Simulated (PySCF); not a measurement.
A GIAO shielding run with PySCF (density fitting, non-relativistic, gas phase) on `CCCCP(CCCC)CCCC`, C12H27P:

```
$ OMP_NUM_THREADS=1 python probes_run.py task.json out

{"job": {"kind": "nmr", "xc": "PBE0", "basis": "pcSseg-1"}, "charge": 0, "multiplicity": 1}
C      1.964098    -4.253627    -0.385765
C      2.124300    -2.786524    -0.021463
C      0.946333    -1.925360    -0.460244
C      1.096715    -0.458965    -0.078310
P     -0.222392     0.656560    -0.769690
C     -1.696690     0.132583     0.241930
C     -2.581656    -0.903653    -0.440916
C     -3.793690    -1.304930     0.389730
C     -4.678804    -2.332594    -0.296996
C      0.203874     2.215863     0.149115
C      1.484796     2.882746    -0.334694
C      1.774851     4.208759     0.357547
C      3.055150     4.871309    -0.125055
H      2.829056    -4.851328    -0.059449
H      1.065313    -4.685646     0.083306
H      1.860173    -4.384963    -1.474884
H      3.049876    -2.388038    -0.473640
H      2.258625    -2.685307     1.070217
H      0.816157    -2.009612    -1.554318
H      0.021836    -2.334241    -0.016136
H      1.138564    -0.348530     1.021322
H      2.057293    -0.080178    -0.469617
H     -1.364218    -0.225046     1.234026
H     -2.287197     1.047297     0.426952
H     -2.915270    -0.506129    -1.415548
H     -1.993558    -1.806809    -0.679920
H     -4.384617    -0.402073     0.626397
H     -3.450716    -1.699112     1.363000
H     -5.065403    -1.949509    -1.255116
H     -5.544390    -2.606219     0.325436
H     -4.120636    -3.257290    -0.515875
H      0.256792     2.014592     1.235250
H     -0.647535     2.902663    -0.002475
H      2.343393     2.205256    -0.180359
H      1.422785     3.042975    -1.426047
H      1.828554     4.042804     1.448156
H      0.920650     4.891360     0.201529
H      3.929895     4.223209     0.046363
H      3.011878     5.083561    -1.205452
H      3.240946     5.823980     0.393916
```

Hardware: 1 thread of an Arm Neoverse V1, shared host. The job also computes population analyses, field gradients.

(1) How large is the calculation?

(2) How long does it take, and how much memory does it need?

Results:

(1) 114 electrons, 363 basis functions and 1895 auxiliary functions.

(2) 3.3 min of wall time, with 12 SCF cycles and 4 response iterations; peak memory 2.5 GiB. Times on a shared host scatter by some tens of per cent.
